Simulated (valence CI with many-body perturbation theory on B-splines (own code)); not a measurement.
**Level structure of Hf⁶⁶⁺**

Computed by valence CI with perturbative core correlation (CI+MBPT): four valence electrons over a frozen Dirac-Fock core [He], a basis of 11 s, 11 p, 10 d, 8 f, 5 g, 2 h functions for each j, with the one-electron correlation potential Σ1 (screened to all orders), the two-electron term Σ2, the three-electron term Σ3, Breit, model QED; selected single and double excitations, second order for the rest, scaled by the run's own slope (own B-spline code, finite nucleus).

The last digits are not significant, and no measured levels were compared; by estimate large intervals hold to a few tenths of a per cent, small ones and those within an open d or f shell to about a per cent. Among the levels kept, up to 1200 cm⁻¹ of a level comes from second order outside the variational space, and about a tenth of that is noise between levels of different J, which matters for small intervals.

Levels 1 to 45 of 216, with energies above the lowest level, (2s^2 2p1/2^2) J=0. "Leading %" is the weight of the configuration and term that name the level; weights of strongly mixed levels are sums over their largest components and can fall short. In the jj column 3d3/2^4 stands for four electrons in 3d with j = 3/2.

```
No.  Configuration  Term  J  E (eV)  Leading %                Leading jj      g
  1        2s2 2p2    3P  0       0         68      2s^2 2p1/2^2 (100 %)       
  2        2s2 2p2    3P  1    1243        100  2s^2 2p1/2 2p3/2 (100 %)  1.470
  3        2s2 2p2    1D  2    1261         65  2s^2 2p1/2 2p3/2 (100 %)  1.137
  4         2s 2p3   3P°  2    1532         48  2s 2p1/2^2 2p3/2 (100 %)  1.497
  5         2s 2p3   3D°  1    1617         31  2s 2p1/2^2 2p3/2 (100 %)  1.111
  6        2s2 2p2    3P  2    2527         65       2s^2 2p3/2^2 (99 %)  1.292
  7        2s2 2p2    1S  0    2587         68       2s^2 2p3/2^2 (99 %)       
  8         2s 2p3   5S°  2    2747         50  2s 2p1/2 2p3/2^2 (100 %)  1.548
  9         2s 2p3   3D°  3    2791        100  2s 2p1/2 2p3/2^2 (100 %)  1.296
 10         2s 2p3   3P°  0    2851        100  2s 2p1/2 2p3/2^2 (100 %)       
 11         2s 2p3   3S°  1    2873         53  2s 2p1/2 2p3/2^2 (100 %)  1.299
 12         2s 2p3   1D°  2    2882         74  2s 2p1/2 2p3/2^2 (100 %)  1.047
 13         2s 2p3   3P°  1    2886         63  2s 2p1/2 2p3/2^2 (100 %)  1.297
 14            2p4    3P  2    3188         68    2p1/2^2 2p3/2^2 (99 %)  1.307
 15            2p4    1S  0    3251         64    2p1/2^2 2p3/2^2 (99 %)       
 16         2s 2p3   3P°  2    4090         51        2s 2p3/2^3 (100 %)  1.434
 17         2s 2p3   1P°  1    4173         36        2s 2p3/2^3 (100 %)  1.157
 18            2p4    3P  1    4446        100     2p1/2 2p3/2^3 (100 %)  1.470
 19            2p4    1D  2    4465         68     2p1/2 2p3/2^3 (100 %)  1.122
 20            2p4    3P  0    5757         65           2p3/2^4 (100 %)       
 21      2s2 2p 3s   3P°  0    9757        100     2s^2 2p1/2 3s (100 %)       
 22      2s2 2p 3s   3P°  1    9761         67     2s^2 2p1/2 3s (100 %)  1.303
 23      2s2 2p 3p    3D  1    9842         74  2s^2 2p1/2 3p1/2 (100 %)  0.635
 24      2s2 2p 3p    3P  0    9889         67   2s^2 2p1/2 3p1/2 (99 %)       
 25      2s 2p2 3s    5P  1   10020         41      2s 2p1/2^2 3s (98 %)  2.004
 26      2s 2p2 3s    3P  0   10058         68      2s 2p1/2^2 3s (99 %)       
 27      2s 2p2 3p   3P°  1   10114         33   2s 2p1/2^2 3p1/2 (99 %)  1.342
 28      2s 2p2 3p   3P°  0   10114         52   2s 2p1/2^2 3p1/2 (99 %)       
 29      2s2 2p 3p    3D  2   10232         52  2s^2 2p1/2 3p3/2 (100 %)  1.146
 30      2s2 2p 3p    3P  1   10233         48   2s^2 2p1/2 3p3/2 (99 %)  1.499
 31      2s2 2p 3d   3F°  2   10295         75  2s^2 2p1/2 3d3/2 (100 %)  0.743
 32      2s2 2p 3d   3D°  1   10321         50   2s^2 2p1/2 3d3/2 (99 %)  0.827
 33      2s2 2p 3d   3P°  2   10407         47   2s^2 2p1/2 3d5/2 (98 %)  1.283
 34      2s2 2p 3d   3F°  3   10411         46  2s^2 2p1/2 3d5/2 (100 %)  1.093
 35      2s 2p2 3p   3P°  2   10498         36   2s 2p1/2^2 3p3/2 (98 %)  1.497
 36      2s 2p2 3p   3D°  1   10503         31   2s 2p1/2^2 3p3/2 (99 %)  1.136
 37      2s 2p2 3d    3D  1   10561         47  2s 2p1/2^2 3d3/2 (100 %)  0.469
 38      2s 2p2 3d    3D  2   10567         31   2s 2p1/2^2 3d3/2 (99 %)  1.112
 39      2s 2p2 3d    3D  3   10669         38  2s 2p1/2^2 3d5/2 (100 %)  1.329
 40      2s 2p2 3d    3F  2   10686         27   2s 2p1/2^2 3d5/2 (98 %)  1.030
 41      2s2 2p 3s   3P°  2   11044         98      2s^2 2p3/2 3s (98 %)  1.470
 42      2s2 2p 3s   1P°  1   11053         66      2s^2 2p3/2 3s (98 %)  1.126
 43      2s2 2p 3p    3P  1   11147         50   2s^2 2p3/2 3p1/2 (97 %)  1.452
 44      2s2 2p 3p    3D  2   11149         47   2s^2 2p3/2 3p1/2 (97 %)  1.146
 45      2s 2p2 3s    5P  2   11231         84  2s 2p1/2 2p3/2 3s (99 %)  1.723
```

The ionisation energy to 2s2 2p 2P°_1/2 of the next ion comes out as 17283 eV (NIST: 17280 ± 40 eV (theoretical)). All 216 levels together are meant to be complete up to 13431 eV.
